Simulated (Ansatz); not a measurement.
Reactions of `C[B](Br)[SnH3]`.

Gas-phase electronic energies from Ansatz, PBE0-D4/def2-TZVP geometries. CCSD(T)/CBS adds triple-zeta CCSD(T) − MP2 to the extrapolated MP2 energy (def2 sets, frozen cores). This one scheme is used for every species, atoms too. For atomizations the MP2-based limit and the directly extrapolated one differ by several kJ/mol either way, and by 10 to 25 for some Ge, Se and Sn compounds, so smaller differences from it don't rank the levels. No spin–orbit coupling; open shells (•) take unrestricted orbitals. Spin–orbit coupling would lower the free atoms: a little for B, C; clearly for Br; strongly for Sn. def2 core potentials past Kr. For Br, Sn outer-core shells are correlated without core-valence functions, so the limit isn't a true one: a few kJ/mol of doubt a bond, and 10 to 20 or more in all where bonds break to atoms. Scalar relativity is left out up to krypton. Each species was taken in one conformer, which may not be the lowest.

(1) Order these by ΔE at CCSD(T)/CBS, lowest first. (Estimate.)
A. `C[B](Br)[SnH3]` + H₂O → `CB(O)Br` + `[SnH4]`
B. `C[B](Br)[SnH3]` + `FCCCS` → `CB(Br)CF` + `SC[CH2][SnH3]`
C. `C[B](Br)[SnH3]` + CH₄ → `C[B](C)[SnH3]` + HBr
D. `C[B](Br)[SnH3]` + `FCNCF` → `FC[NH][SnH3]` + `CB(Br)CF`
E. `C[B](Br)[SnH3]` + `C#CC(C)OC` → `COB(C)Br` + `C#C[CH](C)[SnH3]`
F. `C[B](Br)[SnH3]` + SiH₄ → `C[B]([SiH3])[SnH3]` + HBr
G. `C[B](Br)[SnH3]` + CH₃SH → `CSB(C)Br` + `[SnH4]`
H. `C[B](Br)[SnH3]` → B• + Br• + C• + 6 H• + Sn•

Largest T1 diagnostic: 0.014, for B•.

## Answers

(1) E (-2.07 eV), A (-1.45 eV), G (-0.99 eV), D (-0.39 eV), B (-0.10 eV), C (+0.98 eV), F (+1.14 eV), H (+32.15 eV).
